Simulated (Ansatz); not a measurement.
C2H7OSi, doublet, geometry from GFN2-xTB; R2SCAN/3-21G in Ansatz (a first-principles code).

Here is a job for Ansatz.
Ansatz 0.2 input:
```yaml
crystal:
  periodic: [false, false, false]
  atoms:
    - {symbol: C, position_ang: [-1.25117299, -1.14189568, -0.08340094]}
    - {symbol: Si, position_ang: [-0.05201846, 0.40660041, -0.28931395]}
    - {symbol: C, position_ang: [1.52901773, -0.73370817, -0.00961272]}
    - {symbol: O, position_ang: [-0.23588869, 1.46340425, 0.79243281]}
    - {symbol: H, position_ang: [-1.03290529, -1.90381264, -0.81733669]}
    - {symbol: H, position_ang: [-1.16645880, -1.53241009, 0.91999748]}
    - {symbol: H, position_ang: [-2.23728515, -0.72883310, -0.24052025]}
    - {symbol: H, position_ang: [-0.06203034, 0.73298104, -1.71758477]}
    - {symbol: H, position_ang: [1.50806457, -1.13973666, 0.99098121]}
    - {symbol: H, position_ang: [2.36169124, -0.05361154, -0.11846018]}
    - {symbol: H, position_ang: [1.57722329, -1.52059366, -0.74806204]}
basis:
  gaussian:
    orbitals: 3-21G.json
hamiltonian:
  xc: r2scan
magnetization: {spin_polarized: true, initial_magnetization: 1}
```
The basis file holds 3-21G in the JSON format of the Basis Set Exchange.

The log (banner, timings and long lists left out):

```
Functional definition: r2SCAN
718 factors; their error is unknown
mean field evaluation 1: about -12035.1612 eV, gradient 4.4e1 eV
mean field evaluation 2: about -12012.1610 eV, gradient 8.3e1 eV
mean field evaluation 4: about -12042.4773 eV, gradient 1.0e1 eV
mean field evaluation 8: about -12042.9943 eV, gradient 2.1e-1 eV
mean field evaluation 16: about -12042.9064 eV, gradient 3.2e-4 eV
mean field evaluation 32: about -12042.4644 eV, gradient 6.5e-1 eV
a density is far from that of the atoms, so the factors are made again for it
678 factors; integrals over basis functions are off by at most 7.2e-5 eV
mean field -12042.90499712 eV, -442.5685956699 hartree, gradient 2.6e-5 eV, S^2 0.759891; 0 other end points of the search recorded, 0 dependent functions left out
reference -12042.90500501 eV, -442.5685959600 hartree; 21, 20 occupied and 33, 34 virtual orbitals, 678 factors
Total energy: -12042.90500501 eV, -442.5685959600 hartree
```
